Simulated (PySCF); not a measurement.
**Diatomic cations of Ga with the alkali metals**

CCSD(T) with double-zeta basis sets in PySCF, for the lowest determinant that a PBE0 search found; no spin–orbit coupling. De refers to high-spin ground-configuration atoms (the charge goes to the atom of lower measured ionisation energy or higher electron affinity, which is not always the lowest computed limit).

```json
{"M": "Li", "basis": "def2-SVP", "reference, frozen orbitals": "UHF, 9", "charged atom": "Li+", "state (unpaired electrons)": "doublet (σ ↑)", "Re (Å)": "3.092", "ωe (cm⁻¹)": "190", "De (eV)": "1.05"}
{"M": "Na", "basis": "x2c-SVPall", "reference, frozen orbitals": "UHF, 10", "charged atom": "Na+", "state (unpaired electrons)": "doublet (σ ↑)", "Re (Å)": "3.463", "ωe (cm⁻¹)": "107", "De (eV)": "0.79"}
{"M": "K", "basis": "def2-SVP", "reference, frozen orbitals": "UHF, 14", "charged atom": "K+", "state (unpaired electrons)": "doublet (σ ↑)", "Re (Å)": "3.998", "ωe (cm⁻¹)": "72.8", "De (eV)": "0.49"}
{"M": "Cs", "basis": "def2-SVP", "reference, frozen orbitals": "UHF, 9", "charged atom": "Cs+", "state (unpaired electrons)": "doublet (σ ↑)", "Re (Å)": "4.348", "ωe (cm⁻¹)": "47.6", "De (eV)": "0.36"}
```

Problem. By what factor does the harmonic wavenumber vary along the series?

Solution. At CCSD(T) it runs from 47.6 cm⁻¹ (CsGa⁺) to 190 cm⁻¹ (LiGa⁺), a factor of 3.99.

The rows differ in basis set, which adds steps of its own.

Down a group the atoms grow and get heavier, so bonds lengthen and wavenumbers fall; this series shows no clear exception.

Correlated steps freeze the inner cores (9 to 14 orbitals); shallow outer-core shells are correlated. Weak bonds: CsGa⁺, KGa⁺. Basis-set superposition, not corrected here, can be much of De in a small basis, most of all at correlated wavefunction levels. These are scalar-relativistic numbers at best; spin–orbit coupling would shift them, the dissociation energy most. For an ion De counts to the pair picked by the measured ionisation energies or electron affinities, which need not be the lowest pair at this level. States were picked by a PBE0 search and need not be the measured ground states.
